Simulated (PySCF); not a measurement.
## Sound and unsound settings

Molecule: `C[SiH2][Si@H](O)[SiH3]`, CH₁₀OSi₃; geometry GFN2-xTB.

Geometry:
| atom | x (Å) | y (Å) | z (Å) |
| --- | --- | --- | --- |
| C1 | 2.219 | 0.845 | 0.221 |
| Si2 | 1.422 | -0.720 | -0.506 |
| Si3 | -0.762 | -0.837 | 0.249 |
| O4 | -1.320 | -2.076 | -0.671 |
| Si5 | -2.130 | 1.025 | 0.054 |
| H6 | 2.209 | 0.828 | 1.307 |
| H7 | 3.253 | 0.944 | -0.093 |
| H8 | 1.695 | 1.742 | -0.096 |
| H9 | 1.538 | -0.624 | -1.971 |
| H10 | 2.279 | -1.857 | -0.129 |
| H11 | -0.846 | -1.302 | 1.656 |
| H12 | -2.194 | -2.443 | -0.572 |
| H13 | -1.503 | 2.197 | 0.671 |
| H14 | -3.453 | 0.895 | 0.683 |
| H15 | -2.413 | 1.392 | -1.340 |

All runs: PySCF 2.14.0 with density-fitted response routines, non-relativistic, gas phase unless a solvent (IEF-PCM) is named; grid level 2, GIAOs and SCF threshold 1e-9 unless changed. The yardstick, PBE0/pcSseg-1, gives these isotropic shieldings σ (ppm, equivalent atoms averaged): C1 197.3, Si2 423.9, Si5 470.4, O4 341.9, H10 27.46, H13/H14/H15 28.31, H12 31.83.

Problem. What do these inputs give? (1) PBE/pcSseg-1; (2) solvent tetrahydrofuran; PBE0/ANO-RCC-VDZP; (3) PBE0/def2-SVP; level_shift 0.1; aux def2-qzvpp-jkfit

Solution. 
```tsv
run	outcome	functions	wall time	C1	Si2	Si5	O4	H10	H13/H14/H15	H12
1	converged	156	23 s	193.5	409.2	460.6	334.2	27.29	28.18	32.01
2	converged	132	26 s	201.0	472.0	522.4	332.2	27.52	28.25	30.15
3	converged	132	19 s	205.5	477.0	517.4	350.3	27.46	28.38	32.27
```

Times are on 1 thread of an Arm Neoverse V1, shared host.

Problem. Comment on the technical settings.

Solution. 
- Run 3: The orbital basis differs from the yardstick's, which in itself moves the values. The level shift changes the path of the SCF (10 cycles), not the solution, provided the same state is reached. The other auxiliary basis adds little: it changes only the density-fitting error.
